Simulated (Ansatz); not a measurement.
Ansatz results at the PBE0-D4/def2-TZVP geometry: HOMO–LUMO gap (ωB97M-V/def2-TZVPP) 11.28 eV; size of the dipole moment (PBE/def2-TZVPP) 1.02 D; HOMO–LUMO gap (PBE0/def2-TZVPP) 6.86 eV.

Each molecule was computed in one conformer, which needn't be the lowest.

Question: Which molecule gave them?
A. `C[O][Sn]([CH3])([NH2])[Cl]`
B. `C[S][SnH]([Cl])[Cl]`
C. `C[NH][SnH]([F])[Cl]`
D. `C[O][SnH]([Cl])[O]C`

Answer: D. The others give `C[NH][SnH]([F])[Cl]`: 10.51, 3.26, 6.21; `C[O][Sn]([CH3])([NH2])[Cl]`: 11.14, 1.79, 6.93; `C[S][SnH]([Cl])[Cl]`: 9.88, 1.55, 5.72.
